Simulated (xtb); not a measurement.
xtb input:

```bash
xtb mol.xyz --gfn 1 --sp --chrg 0 --uhf 0
```
mol.xyz:
```
8

F     -1.49152392     1.04101960    -0.92024807
C     -0.98825372    -0.01258050    -0.25927649
F     -1.48961342    -1.12234965    -0.82256007
F     -1.40504679     0.04416596     1.00556499
C      0.54367755    -0.01654743    -0.37708732
Cl     1.21719150    -1.45348295     0.41590117
Cl     1.21459454     1.48719484     0.28311342
H      0.80275161    -0.06385786    -1.42987677
```

Problem. Predict the final energy.

Solution. -28.69747 Eh (GFN1-xTB).
